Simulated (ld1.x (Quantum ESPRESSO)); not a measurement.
## Before and after: TM semilocal potential for In (Z = 49)

ld1.x (Quantum ESPRESSO) 7.5 input, shortened:

```
&input
   title='In', zed=49., rel=1, dft='PZ', iswitch=3,
   config='[Kr] 4d10 5s2 5p0'
 /
 &inputp
   pseudotype=1, tm=.true., lloc=0,
   nlcc=.true.
 /
2
5P  2  1   0.00   0.00  1.90  1.90  0.0
5S  1  0   2.00   0.00  1.80  1.80  0.0
 &test
   configts(1)='5s2 5p0'
 /
```

All-electron outer shells of the reference configuration (LDA (PZ), scalar-relativistic, ld1.x):

```tsv
shell	level (eV)	outermost node (bohr)	outermost maximum (bohr)
4d	-26.25	0.40	0.94
5s	-15.31	1.02	2.11
5p	-8.70	1.13	2.61
```

Change: reference 5s2 5p1.

Cutoffs: the cutoffs (Ry, on a coarse ladder) from which the occupation-weighted sum of valence levels, in a spherical-Bessel basis at the reference potential, stays within 10 and 1 mRy of its value at 400 Ry; they do not see the model core or the augmentation charge, which bear on the density cutoff. Errors are all-electron minus pseudo energies relative to the spin-unpolarised reference configuration.

**Question.** What does the change do?

**Answer.** The potential gets harder (21 Ry and 50 Ry → 25 Ry and 50 Ry); neither file shows a bound ghost. A semilocal file is local in each channel, so a ghost entry of none says nothing of the separable form that plane-wave codes build from it.

| quantity | base | changed |
| --- | --- | --- |
| cutoff, loose | 21 Ry | 25 Ry |
| cutoff, tight | 50 Ry | 50 Ry |
| bound ghosts | none | none |
| largest error over its own tests, meV | -110 | -208 |
| s: phases at 2.04 bohr within 0.05 rad from the reference energy up to (Ry; the scan ends near 5) | 2.0 | 2.4 |
| p: phases at 2.04 bohr within 0.05 rad from the reference energy up to (Ry; the scan ends near 5) | 0.1 | 0.6 |
